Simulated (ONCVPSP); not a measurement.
# arsenic, ONCV: configuration errors across variants

```
Element                 : arsenic
Generator               : ONCVPSP 4.0.1
Type                    : optimised norm-conserving Vanderbilt (ONCV)
Functional              : PW91
Relativity              : fully relativistic
Frozen core             : [Ne]
Valence charge          : 23
Reference configuration : 3s2 3p6 3d10 4s2 4p2 (charge +1)
Partial waves           : 3s+4s: rc 0.85 bohr, ncon 5, nbas 9, qcut 13.7 1/bohr, 2 projectors; 3p+4p: rc 1.15 bohr, ncon 4, nbas 7, qcut 11.7 1/bohr, 2 projectors; 3d: rc 1.05 bohr, ncon 4, nbas 8, qcut 13.6 1/bohr, 1 projector
Local potential         : polynomial inside 0.80 bohr (lpopt 5, dvloc0 0 Ha)
Core correction         : Teter function, fcfact 2.75, rcfact 1.6
```

Open shells are filled in proportion to 2j + 1.

All-electron excitation energies from the reference (eV): (1) 3s2 3p6 3d10 4s2 4p3 -9.210; (2) 3s2 3p6 3d10 4s2 4p1 18.004; (3) 3s2 3p6 3d10 4s2 4p0 45.819; (4) 3s2 3p6 3d9 4s2 4p3 41.712.

1 further variants failed, have other tests or too few solved ones, and are left out.

Errors AE − PS in meV (a dash: test not solved or not reliable):

| change | (1) | (2) | (3) | (4) | bound ghosts | GHOST(+) flags above zero |
| --- | --- | --- | --- | --- | --- | --- |
| base | -0.2 | +0.4 | +0.8 | +137 | none | p1/2 |
| p: qcut 13.9 | -0.4 | +0.5 | +0.6 | +139 | none | none |
| local potential polynomial inside 0.80 bohr (lpopt 5, dvloc0 2.5 Ha) | -0.3 | +0.4 | +0.7 | +134 | none | none |
| core correction Teter function, fcfact 3.25, rcfact 1.65 | -0.2 | +0.4 | +0.8 | +137 | none | p1/2 |

(1) Give the same row for: all radii but the core radius scaled by about 0.90 (s 0.76, p 1.04, d 0.94 bohr); local potential polynomial inside 0.72 bohr (lpopt 5, dvloc0 0 Ha).

## Answers

(1) -1.5, +2.4, +5.3, +86; bound ghosts: none; GHOST(+) flags above zero: p3/2.
